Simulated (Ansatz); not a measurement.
`SC=[Se]` + H₂O → `OC=[Se]` + H₂S at 298.15 K and 1 bar (formal hydrolysis of a C–S bond).

Isolated molecules relaxed with PBE0-D4/def2-TZVP in Ansatz; ΔE leaves out vibrations. CCSD(T)/CBS is the MP2 limit (def2-TZVPP, def2-QZVPP) plus CCSD(T) − MP2 in def2-TZVPP, frozen cores. This one scheme is used for every species. For Se outer-core shells are correlated without core-valence functions, which leaves a few kJ/mol of doubt a bond. Scalar relativity is left out up to krypton. Each species was taken in one conformer, which may not be the lowest.

```tsv
species	CCSD(T)/CBS energy (Eh)	H − E (kJ/mol)	S (J/(mol·K))
`SC=[Se]`	-2837.70434	79.7	286.5
H₂O	-76.37941	66.4	188.7
`OC=[Se]`	-2515.09992	92.4	272.8
H₂S	-398.97279	49.9	205.7
```

H − E and S are ideal-gas, rigid-rotor, harmonic terms from PBE0-D4/def2-TZVP, for one conformer and one mirror image of each species. 1 Eh = 2625.50 kJ/mol, R = 8.31446 J/(mol·K).

By hand: ΔE, ΔH, ΔS and ΔG.

ΔE = (-2515.09992) + (-398.97279) − (-2837.70434) − (-76.37941) = 0.01104 Eh = 29.0 kJ/mol. Δ(H − E) = 92.4 + 49.9 − 79.7 − 66.4 = -3.8, so ΔH = 25.2 kJ/mol. ΔS = 272.8 + 205.7 − 286.5 − 188.7 = 3.3 J/(mol·K). ΔG = 25.2 − 298.15 × (3.3)/1000 = 24.2 kJ/mol.

By hand: the equilibrium constant, and the temperature at which ΔG would vanish if ΔH and ΔS stayed fixed.

log₁₀ K = −ΔG/(RT ln 10) = -4.2. ΔG = 0 at ΔH/ΔS = 7636 K, far beyond where these terms or the molecules hold.

The number of gas molecules stays the same, so ΔS is small and ΔH decides. A doubt of 5 kJ/mol in ΔE shifts log₁₀ K by 0.9 here. Other conformers and mirror images would add mixing entropy, several J/(mol·K) or more a flexible species. These are equilibria of isolated gas molecules and say nothing of rates. Largest T1 diagnostic: 0.017 (customary marks: 0.02 for closed shells, 0.045 for open ones).
